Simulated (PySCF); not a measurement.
Correlation energy of Ru⁺ (ruthenium, charge +1)

[Kr] 4d6 5p1, one real determinant (an excited configuration). Computed with PySCF 2.14 in aug-cc-pwCVDZ-PP with ECP28MDF (6s6p5d3f, 70 functions), with a scalar-relativistic core potential. Frozen: 4s2 4p6; 7 electrons correlated.

```json
{"level": "CCSD", "correlation energy (mhartree)": "-124.86"}
{"level": "(T)", "correlation energy (mhartree)": "-2.94"}
{"level": "CCSD(T)", "correlation energy (mhartree)": "-127.80"}
```

Diagnostics: T1 = 0.0096, D1 = 0.0346, largest double amplitude 0.073.

The real determinant used has ⟨L²⟩ near 8 against 12 for a pure F term, so it mixes terms.

Cost of the coupled-cluster step: of the order of 10 core-seconds, for 7 correlated electrons.

The reference is one real determinant that mixes LS terms of this configuration.
